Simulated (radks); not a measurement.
Values are calculated unless marked as measured or tabulated.
Problem. Numerical settings for neutral beryllium, [He] 2s2. Code: a radial shooting solver on a logarithmic mesh with Libxc functionals. Model: Dirac Kohn-Sham, PBEsol, spin-unpolarised, spherical densities, finite nucleus; Fermi nuclear charge, rms radius 2.519 fm. The defaults (mesh step 0.008 in ln r, mesh end at 40 bohr or more with all orbitals vanishing there, Anderson mixing 0.5 over 9 steps, residual threshold near 1e-9 with the energy settled to 1e-9 hartree or 1e-11 of itself, here a cap of 65 iterations) give E = -14.5352 hartree and 2s1/2 at -5.543 eV in 13 iterations. Run on one thread of a shared host, so times are rough (Arm Neoverse N1): 0.04 s of CPU time, 0.04 s wall, 13 iterations on 2208 mesh points. One setting is changed at a time: mesh step in ln r 0.02; mesh step in ln r 0.005; mesh step in ln r 0.03; mesh end (bohr) 12; mesh end (bohr) 8; residual threshold 0.1; residual threshold 1e-13; mixing 0.05; linear mixing, mixing 1; linear mixing, mixing 0.2; mixing history 20; iteration cap 5. Which runs fail to converge, and which converge to a wrong energy?

Solution. Not converged within the cap: linear mixing, mixing 0.2; iteration cap 5. Settings that end as converged yet miss the energy by more than 1 mhartree: mesh end (bohr) 8 (+0.00166 hartree).
